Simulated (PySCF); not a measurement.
## BeO: one state, many levels of theory

State: ¹Σ⁺ (singlet), closed shell. Set-up: basis Be x2c-TZVPPall, O x2c-TZVPPall; spin-free X2C with a Gaussian nucleus; PySCF 2.14. De refers to Be + O in their high-spin ground configurations, without counterpoise correction. A positive dipole means Be(−)O(+).

```json
{"Level": "RHF", "Re (Å)": "1.296", "ωe (cm⁻¹)": "1712", "De (eV)": "1.50", "μ (D)": "-7.14"}
{"Level": "RHF-MP2", "Re (Å)": "1.355", "ωe (cm⁻¹)": "1383", "De (eV)": "4.91", "μ (D)": "n/a"}
{"Level": "RHF-SCS-MP2", "Re (Å)": "1.350", "ωe (cm⁻¹)": "1413", "De (eV)": "4.58", "μ (D)": "n/a"}
{"Level": "RHF-CCSD", "Re (Å)": "1.330", "ωe (cm⁻¹)": "1537", "De (eV)": "3.71", "μ (D)": "n/a"}
{"Level": "RHF-CCSD(T)", "Re (Å)": "1.346", "ωe (cm⁻¹)": "1433", "De (eV)": "4.04", "μ (D)": "n/a"}
{"Level": "PBE", "Re (Å)": "1.346", "ωe (cm⁻¹)": "1455", "De (eV)": "5.08", "μ (D)": "-5.70"}
{"Level": "PBEsol", "Re (Å)": "1.343", "ωe (cm⁻¹)": "1466", "De (eV)": "5.38", "μ (D)": "-5.76"}
{"Level": "revPBE", "Re (Å)": "1.351", "ωe (cm⁻¹)": "1439", "De (eV)": "4.75", "μ (D)": "-5.68"}
{"Level": "r²SCAN", "Re (Å)": "1.334", "ωe (cm⁻¹)": "1508", "De (eV)": "4.77", "μ (D)": "-6.10"}
{"Level": "PBE0", "Re (Å)": "1.324", "ωe (cm⁻¹)": "1547", "De (eV)": "4.42", "μ (D)": "-6.25"}
{"Level": "M06", "Re (Å)": "1.316", "ωe (cm⁻¹)": "1595", "De (eV)": "4.62", "μ (D)": "-6.35"}
{"Level": "M06-2X", "Re (Å)": "1.318", "ωe (cm⁻¹)": "1592", "De (eV)": "4.50", "μ (D)": "-6.52"}
{"Level": "ωB97M-V", "Re (Å)": "1.324", "ωe (cm⁻¹)": "1555", "De (eV)": "4.51", "μ (D)": "-6.33"}
```

(1) Which functional lies closest to RHF-CCSD(T) in De, which farthest, and by how much do they differ from it?

(2) What does a quarter of exact exchange do here, going from PBE to PBE0?

(3) What does second-order correlation do here, going from RHF to RHF-MP2?

Measured (Huber and Herzberg, Constants of Diatomic Molecules (1979)): Re = 1.3309 Å, ωe = 1487.32 cm⁻¹.

Correlated steps freeze 1 core orbital. Where the molecule has an RHF reference, its open-shell atoms are computed with UHF. The CCSD T1 diagnostic is raised, a sign that a single reference may not be enough here.

The whole job (state search and all levels along the bond) took about 2.5 min on 1 thread of Arm Neoverse V1 (shared host), peak memory 0.8 GiB.

Answers

(1) Closest is PBE0 (-2.2 pm in Re, +8.0 % in ωe, +0.38 eV in De against RHF-CCSD(T) in the same basis), farthest PBEsol (-0.3 pm in Re, +2.3 % in ωe, +1.34 eV in De). CCSD(T) converges more slowly with the basis than the functionals do and binds too weakly in this one, so the order can change at the basis-set limit.

(2) PBE0 less PBE: -2.2 pm in Re, +6.3 % in ωe, -0.66 eV in De. Exact exchange removes part of the self-interaction that spreads semilocal densities, and in most molecules shortens and stiffens the bond and lowers De; so it does here.

(3) RHF-MP2 less RHF: +5.9 pm in Re, -19.2 % in ωe, +3.41 eV in De. Correlation nearly always deepens the well. The bond lengthens, as in strong covalent bonds, where excitations into antibonding orbitals dominate.
